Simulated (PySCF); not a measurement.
PySCF input (B3PW91/6-31G* (5d)):

```python
from pyscf import gto, dft

mol = gto.M(
    atom='''
    C    -1.15883105   -0.01847565   -0.06229433
    N     0.23205449   -0.01180046   -0.00486002
    C     1.40595747   -0.07138145   -0.02931754
    H    -1.57509069   -0.35903733    0.89087131
    H    -1.53204927    0.98078321   -0.30717996
    ''',
    basis='6-31g*',
    charge=-1,
    spin=0,
    verbose=4,
)

mf = dft.RKS(mol, xc='b3pw91')
mf.grids.level = 3
mf.conv_tol = 1e-9
mf.max_cycle = 100
mf.max_memory = 1500
mf.kernel()
if not mf.converged:
    mf = mf.newton()
    mf.kernel(mf.make_rdm1())
mf.dip_moment()
```

From the last part of the output:

```
Set gradient conv threshold to 3.16228e-05
Initial guess from minao.
tot grids = 61760
init E= -132.23356259249
  HOMO = -0.214368618984145  LUMO = -0.0333840597053268  gap/eV = 4.92484
cycle= 1 E= -131.959041403051  delta_E= 0.275  |g|= 0.404  |ddm|= 2.32
  HOMO = 0.154741513955028  LUMO = 0.323954436223338  gap/eV = 4.60452
cycle= 2 E= -131.965876247927  delta_E= -0.00683  |g|= 0.393  |ddm|=    1
  HOMO = 0.072503029153332  LUMO = 0.285767980507187  gap/eV = 5.80323
cycle= 3 E= -132.00453715196  delta_E= -0.0387  |g|= 0.137  |ddm|= 0.486
  HOMO = 0.0748174486938806  LUMO = 0.275960971272319  gap/eV = 5.47339
cycle= 4 E= -132.009260131001  delta_E= -0.00472  |g|= 0.036  |ddm|= 0.145
  HOMO = 0.0738744414912218  LUMO = 0.274074408157874  gap/eV = 5.44772
cycle= 5 E= -132.009507383396  delta_E= -0.000247  |g|= 0.0128  |ddm|= 0.028
  HOMO = 0.0733241270597857  LUMO = 0.275359523272264  gap/eV = 5.49766
cycle= 6 E= -132.009546443589  delta_E= -3.91e-05  |g|= 0.00148  |ddm|= 0.0124
  HOMO = 0.0732867085278954  LUMO = 0.275077346861337  gap/eV = 5.49100
cycle= 7 E= -132.009547176901  delta_E= -7.33e-07  |g|= 0.000124  |ddm|= 0.00244
  HOMO = 0.0732753856797275  LUMO = 0.2750898938452  gap/eV = 5.49165
cycle= 8 E= -132.009547182228  delta_E= -5.33e-09  |g|= 2.25e-05  |ddm|= 0.000212
  HOMO = 0.0732757444261614  LUMO = 0.275089545195049  gap/eV = 5.49163
cycle= 9 E= -132.009547182379  delta_E= -1.52e-10  |g|= 1.98e-06  |ddm|= 3.25e-05
  HOMO = 0.073275935436671  LUMO = 0.275089542294336  gap/eV = 5.49163
Extra cycle  E= -132.00954718238  delta_E= -4.83e-13  |g|= 1.29e-06  |ddm|= 7.26e-06
converged SCF energy = -132.00954718238

WARN: System has nonzero charge -1; the dipole moment is origin-dependent.
Location of origin: [0. 0. 0.]

Dipole moment(X, Y, Z, Debye): -1.09757,  0.87274,  0.93659
```

The dipole moment of an ion depends on the origin.

The geometry given is a B3LYP-D3(BJ)/def2-TZVP minimum.
